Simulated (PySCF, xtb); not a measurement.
MoOF2, SMILES [O]=[Mo]([F])[F] (connectivity only; charge and spin as stated), neutral, multiplicity 3.

Harmonic wavenumbers (cm⁻¹) from GFN2-xTB (xtb 6.7.1) at its own minimum, in rising order: 98, 165, 188, 457, 498, 988.

Problem. What does PBE-D3(BJ)/def2-TZVP (PySCF 2.14.0) give at its own minimum? (Estimate from the structure and the level; the computed values follow.)

Solution. 141, 164, 197, 642, 653, 1028. Paired by order, the mean absolute difference is 72 cm⁻¹ and the zero-point energies are 3.4 and 4.0 kcal/mol.
